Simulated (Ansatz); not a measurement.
Mulliken charges of CH3AgF3PS (`C[S][Ag-][P+](F)(F)F`) from B3LYP/def2-TZVPP in Ansatz (PBE0-D4/def2-TZVP geometry).

| atom | x (Å) | y (Å) | z (Å) | charge (e) |
| --- | --- | --- | --- | --- |
| C1 | 0.486 | -2.179 | 1.550 | -0.262 |
| S2 | 1.680 | -1.364 | 0.444 | -0.342 |
| Ag3 | 0.514 | 0.383 | -0.498 | -0.045 |
| P4 | -0.590 | 2.147 | -1.482 | 0.942 |
| F5 | -0.582 | 2.262 | -3.027 | -0.206 |
| F6 | -0.166 | 3.594 | -1.124 | -0.206 |
| F7 | -2.113 | 2.254 | -1.220 | -0.207 |
| H8 | -0.372 | -2.571 | 1.003 | 0.107 |
| H9 | 1.005 | -3.017 | 2.018 | 0.112 |
| H10 | 0.139 | -1.510 | 2.336 | 0.107 |

**Question.** By hand: the dipole of these point charges (1 e Å = 4.8032 D).

**Answer.** Σ q r = (-0.602, 0.595, -0.241) e Å, of length 0.880 e Å = 4.23 D.

**Question.** How does the dipole of the full density compare? (Best estimate.)

**Answer.** Computed: (-0.582, 0.560, -0.221) e Å, 4.02 D; the point charges give 1.05 times that, at 1° from its direction.

Point charges leave out the atoms' own dipoles, such as those of lone pairs, and Mulliken's split depends on the basis, so the close match here is no proof of good charges.

B3LYP here is the variant with VWN-RPA as its local correlation; programs differ in this.
